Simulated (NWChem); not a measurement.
System: MoNH$_{2}$S$_{2}$F; SMILES [S]=[Mo]([SH])(=[NH])[F]

NWChem input:

```
start job
memory heap 200 mb stack 900 mb global 1100 mb
geometry units angstroms noautoz
  Mo    -0.272635     0.066965    -0.007709
  N     -1.119769     0.016799    -1.488287
  H     -1.320224     0.318310    -2.441886
  S      1.208135     1.559378    -0.094648
  F     -1.466737     0.347065     1.376395
  S      0.883077    -1.942978     0.131845
  H     -0.011858    -2.664828    -0.581844
end
basis spherical
  * library def2-svp
end
ecp
  Mo library def2-ecp
end
dft
  xc becke88 perdew86
  iterations 150
  mulliken
end
task dft energy
```

Coordinates come from a PBE0/def2-SVP optimisation. Not confirmed as a minimum by frequencies. def2 effective core potentials on Mo; no spin-orbit coupling.

Problem. Predict the main results of this run. (BP86/def2-SVP with def2 effective core potentials on Mo.) Quantities: energy (Ha); highest occupied level (eV); orbital gap (eV); dipole (D).

Solution. The energy (Ha) comes out as -1020.36 and the highest occupied level (eV) is -6.74. The orbital gap (eV) comes out as 3.04 and the dipole (D) is 2.68.
